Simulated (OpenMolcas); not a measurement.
neutral germanium: the spin-orbit constant, Slater's ratio, worked from levels

| Property | Result |
| --- | --- |
| Program | OpenMolcas 26.06 |
| Basis | ANO-RCC-VTZP [6s5p3d1f] |
| Scalar Hamiltonian | DKH2, point nucleus |
| Active space | 4 electrons in 4 orbitals (4s 4p) |
| State averaging | 2S+1 = 3 even, 3 roots; 2S+1 = 1 even, 6 roots; 2S+1 = 5 odd, 1 root; 2S+1 = 3 odd, 5 roots |
| Spin-orbit coupling | state interaction with AMFI integrals over the reference wave functions, term energies averaged over their components |

Methods: CASSCF; SS-CASPT2, IPEA 0.25 Eh, imaginary shift 0.1 Eh (closed shells correlated: 3d). Measured levels: NIST Handbook of Basic Atomic Spectroscopic Data.

**The spin-orbit constant.** For the Hund term 3P of p2, E(J) = (A/2) J(J+1) + constant and ζ = 2S·A = 2A. From J = 0 to J = 2 the energy changes by 3 A.

```tsv
Source	E(2) - E(0)	A	ζ
CASSCF	1274.8	424.9	850
SS-CASPT2	1264.5	421.5	843
measured	1410.0	470.0	940
```

All in cm-1. SS-CASPT2 is off by -10.3 % and CASSCF by -9.6 %. Both methods take the spin-orbit matrix elements from the reference wave functions, so the second can move ζ only through the term energies and any multistate remixing. Second-order mixing with other terms is absorbed into this ζ.

**Slater's ratio.** With one set of orbitals, p2 has 1D - 3P = 6 F2 and 1S - 1D = 9 F2 (F2 = F²/25), a ratio of 3/2. Term energies are centres of gravity, weighted by 2J + 1.

| Source | 1D - 3P | 1S - 3P | F2 from the first | Ratio |
| --- | --- | --- | --- | --- |
| CASSCF | 8738 | 16345 | 1456 | 0.871 |
| SS-CASPT2 | 7379 | 16856 | 1230 | 1.284 |
| measured | 6156 | 15398 | 1026 | 1.501 |

Energies in cm-1. A ratio away from 3/2 shows effects beyond one configuration with one set of orbitals, and in heavier atoms second-order spin-orbit shifts. In CASSCF the valence s occupation is 1.91 in 1S against 1.98 in 1D: mixing out of s² acts most on 1S and pulls it down.

Over all roots computed the reference weight is 0.90 to 0.96 in SS-CASPT2; the roots of lowest weight are the least certain, and an intruder state may touch them. Without dynamic correlation excited terms often stand tens of per cent too high (terms of higher spin than the ground term too low), and those without a measured partner can miss by more than the paired ones (holds for CASSCF). Some terms miss by over 15 % even with CASPT2, which points to a basis or an active space too small for the shells correlated (holds for SS-CASPT2). Measured partners are found by configuration, term and J. A level has none where our copy of the source lacks it or the pairing is in doubt (some pairs that miss far off the trend of their configuration count as doubtful), and it then counts in no deviation. Only configurations of the active space appear.
